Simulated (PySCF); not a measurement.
Here is a job for PySCF.
```python
from pyscf import gto, scf, dft

mol = gto.Mole()
mol.atom = '''
    P    -0.001725    0.004043    0.127968
    H    -0.005864    1.133654   -0.676494
    H     1.015563   -0.584185   -0.608449
    H    -0.983827   -0.610119   -0.634578
'''
mol.basis = '3-21g'
mol.charge = 0
mol.spin = 0
mol.verbose = 4
mol.build()

mf = dft.RKS(mol)
mf.xc = 'r2scan'
mf.kernel()
```

Task: What is the computed Mulliken (on the basis functions themselves) charges in atom order (R2SCAN/3-21G in PySCF)?

Result: P1 -0.09, H2 0.03, H3 0.03, H4 0.03

Task: Estimate the HOMO-LUMO gap that R2SCAN/3-21G returns for this input.

Result: 7.61 eV

Task: What is the computed total energy (R2SCAN/3-21G)?

Result: -341.3171 Eh

Task: Give the nuclear repulsion energy at the level R2SCAN/3-21G.

Result: 17.9651 Eh

Task: Estimate the number of basis functions that R2SCAN/3-21G returns for this input.

Result: 19
